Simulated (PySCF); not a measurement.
**State search for GeC**

Unrestricted PBE0; basis Ge 6-31G(d,p), C 6-31G(d,p); no relativity; PySCF 2.14. Outer shells of the fragments: Ge 3d10 4s2 4p2; C 2s2 2p2.

Followed along the bond (rough minima from three points):

```csv
2Ms+1,unpaired,⟨S²⟩ at the start,R at minimum (Å),Te (eV)
3,"σ ↑, π ↑",2.13,1.80,0.00
3,π ↑↑,2.00,1.90,0.27
1,"σ ↑, π ↓",1.02,1.80,0.31
1,π ↑↓,1.00,1.90,0.54
1,none,0.00,1.92,1.34
```

Solutions found at the starting distance of 1.870 Å, counted from the lowest of them; the search is not exhaustive and high or unbound solutions are not listed, so other states can lie among these:

```
2Ms+1    unpaired   term  E (eV)  ⟨S²⟩  ⟨Lz²⟩  μ (D)
    3    σ ↑, π ↑     ³Π    0.00  2.13   1.00  -1.47
    3        π ↑↑    ³Σ⁻    0.23  2.00   0.00  -1.99
    1    σ ↑, π ↓  mixed    0.34  1.02   1.03  -1.66
    1        π ↑↓  mixed    0.51  1.00   2.01  -1.90
    1        none  mixed    1.32  0.00   2.00  -1.64
    1        none    ¹Σ⁺    1.60  0.00   0.00  -2.10
    5  σ ↑, π ↑↑↑     ⁵Π    1.63  6.00   1.00  -0.47
    3  σ ↑, π ↑↑↓  mixed    2.39  3.01   3.01  -0.58
    3  σ ↓, π ↑↑↑  mixed    2.46  3.02   1.00  -0.77
    1  σ ↑, π ↑↓↓  mixed    2.65  2.01   3.01  -0.67
```

A term symbol is given only where ⟨S²⟩ and ⟨Lz²⟩ are close to those of a pure state; real π, δ and φ orbitals otherwise mix terms. A positive dipole means Ge(−)C(+).

Spin–orbit coupling is left out.
